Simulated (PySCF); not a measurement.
Species: C₆H₇S₂ (charge -1).
SMILES with atom numbers: `[CH3:1][CH2:2][c:3]1[cH:4][cH:5][c:6]([S-:7])[s:8]1` (hydrogens: H9, H10, H11 on C1; H12, H13 on C2; H14 on C4; H15 on C5)

Structure optimised with GFN2-xTB, isolated species.

Give the optimised bond lengths and angles.

```json
{"bond": "C1–C2", "length (Å)": "1.532", "order": "single"}
{"bond": "C2–C3", "length (Å)": "1.492", "order": "single"}
{"bond": "C3–C4", "length (Å)": "1.360", "order": "aromatic"}
{"bond": "C4–C5", "length (Å)": "1.406", "order": "aromatic"}
{"bond": "C5–C6", "length (Å)": "1.374", "order": "aromatic"}
{"bond": "C6–S7", "length (Å)": "1.677", "order": "single"}
{"bond": "C6–S8", "length (Å)": "1.787", "order": "aromatic"}
{"bond": "C3–S8", "length (Å)": "1.751", "order": "aromatic"}
{"bond": "C1–H9, C1–H10, C1–H11", "length (Å)": "1.089", "order": "single"}
{"bond": "C2–H12, C2–H13", "length (Å)": "1.095", "order": "single"}
{"bond": "C4–H14", "length (Å)": "1.082", "order": "single"}
{"bond": "C5–H15", "length (Å)": "1.078", "order": "single"}
```

Bonds in one row agree within 0.01 Å and their mean is given. Orders are formal, as drawn. A selection of angles:
```json
{"angle": "C1–C2–C3", "degrees": "111.8"}
{"angle": "C2–C3–C4", "degrees": "129.1"}
{"angle": "C2–C3–S8", "degrees": "120.5"}
{"angle": "C4–C3–S8", "degrees": "110.4"}
{"angle": "C3–C4–C5", "degrees": "114.4"}
{"angle": "C4–C5–C6", "degrees": "114.7"}
{"angle": "C5–C6–S7", "degrees": "128.9"}
{"angle": "C5–C6–S8", "degrees": "108.6"}
{"angle": "S7–C6–S8", "degrees": "122.5"}
{"angle": "C3–S8–C6", "degrees": "91.9"}
```

Torsions: C1–C2–C3–C4 103° (anticlinal). The mirror-image conformer, all signs reversed, is as good.

The 5-membered ring C3–C4–C5–C6–S8 has internal angles of 91.9° to 114.7°; it is planar, 0.00 Å rms from its mean plane, widest ring torsion 0°. C4 (aromatic CH carbon) is planar (angles 123.1°, 122.5° and 114.4°, sum 360.0°, 0.00 Å off the plane of its three neighbours). The C–C distances run from 1.360 Å (C3–C4, aromatic) to 1.532 Å (C1–C2, drawn single), a spread of 0.172 Å. Of the pairs four or more bonds apart, S8···H10 is among the closest relative to their van der Waals radii: 3.08 Å, 103 % of the sum of Bondi's values. C5 (aromatic CH carbon) is planar (angles 124.0°, 121.3° and 114.7°, sum 360.0°, 0.00 Å off the plane of its three neighbours). The 3 C–S bonds span 1.677 Å (C6–S7, drawn single) to 1.787 Å (C6–S8, aromatic), a spread of 0.110 Å. C3 (substituted aromatic carbon) is planar (angles 129.1°, 120.5° and 110.4°, sum 360.0°, 0.02 Å off the plane of its three neighbours).

Point group: C1 (no symmetry element, even within 0.4 Å). Whether it is a minimum is left open (no frequencies).

These are computed values.
